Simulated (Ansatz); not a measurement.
System: C3H2ClF, charge 0, singlet. C3H2ClF (1-chloro-1-fluoropropa-1,2-diene, SMILES C=C=C(F)Cl).
B3LYP-D3(BJ)/def2-TZVP minimum from Ansatz (an electronic-structure program):
```xyz
7

C     -2.4583    -0.2655     0.0216
C     -1.1597    -0.2967    -0.0065
C      0.1362    -0.3084    -0.0326
F      0.8567    -1.4336    -0.1559
Cl     1.1313     1.0961     0.0847
H     -3.0433    -0.1638    -0.8872
H     -3.0078    -0.3429     0.9547
```

Property: atomisation energy (electronic, to ground-state atoms), in kcal/mol. Radicals and triplets start from unrestricted determinants; spin-orbit coupling is neglected. CBS(X,Y): correlation extrapolated as X^-3, Hartree-Fock from the larger set. A bracket is a step between two methods taken in the basis named. Functionals run without relativity, which enters their misses. Double hybrids freeze cores in their MP2 part. 'core' is core correlation in cc-pwCVTZ (1s frozen past Ne), 'X2C' scalar relativity in cc-pVTZ-DK, both at CCSD(T). Where a partner has so few electrons that a lower coupled-cluster level is exact, that level stands in. The restricted determinant of C3H2ClF (C=C=C(F)Cl, singlet) is unstable towards broken spin symmetry in at least one set run.

CCSD(T)/CBS(cc-pV(T+d)Z,cc-pV(Q+d)Z) + [CCSDT(Q) - CCSD(T)]/cc-pV(D+d)Z + core + X2C (Ansatz) gives 684.7 kcal/mol.

**Question.** How far off this value is PBE/def2-TZVPD (Ansatz), in which direction, and which of these levels come nearer: r2SCAN/def2-TZVPD, PBE0/def2-TZVPD, wB97M-V/def2-TZVPD, B2PLYP/def2-TZVPD, CCSD(T)/CBS(cc-pV(T+d)Z,cc-pV(Q+d)Z) + core + X2C?

**Answer.** PBE gives 718.1 kcal/mol, 33.4 kcal/mol above it. Differences of the others: r2SCAN/def2-TZVPD (Ansatz) 5.9; PBE0/def2-TZVPD (Ansatz) 8.3; wB97M-V/def2-TZVPD (Ansatz) 1.6; B2PLYP/def2-TZVPD (Ansatz) -7.9; CCSD(T)/CBS(cc-pV(T+d)Z,cc-pV(Q+d)Z) + core + X2C (Ansatz) -1.0 kcal/mol. Nearer than PBE: r2SCAN/def2-TZVPD, PBE0/def2-TZVPD, wB97M-V/def2-TZVPD, B2PLYP/def2-TZVPD, CCSD(T)/CBS(cc-pV(T+d)Z,cc-pV(Q+d)Z) + core + X2C.
